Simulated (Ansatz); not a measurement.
System: sum formula H3BO2Cl (charge +1, singlet). It need not be the lowest isomer of its formula. 
Structure (B3LYP-D3(BJ)/def2-TZVP (Ansatz, a quantum-chemistry and plane-wave program) minimum search):
```
B
O 1 1.3073
H 2 0.9639 1 127.71
O 1 1.5083 2 119.19 3 0.00
H 4 0.9740 1 126.16 2 0.00
H 4 0.9757 5 114.05 1 -180.00
Cl 1 1.7084 2 128.45 3 180.00
```
Charge +1, spin multiplicity 1.

Basis-set convergence of Hartree-Fock and CCSD(T) correlation energies (hartree) with Ansatz. Valence correlation only, unless marked. No spin-orbit coupling. No relativistic terms.

| basis | functions | E(HF) | E(corr, CCSD(T)) |
|---|---|---|---|
| cc-pV(D+d)Z | 80 | -635.52738 | -0.63484 |
| cc-pV(T+d)Z | 171 | -635.60398 | -0.81458 |
| cc-pV(Q+d)Z | 319 | -635.62117 | -0.87477 |
| cc-pV(5+d)Z | 538 | -635.62503 | -0.89516 |

Extrapolating the two largest sets (X = 4 and 5) as X^-3: E(corr) = (125·(-0.89516) - 64·(-0.87477))/61 = -0.9166 Eh, an estimate of the basis-set limit. The largest set recovers 97.7 % of it, the smallest 69.3 %.
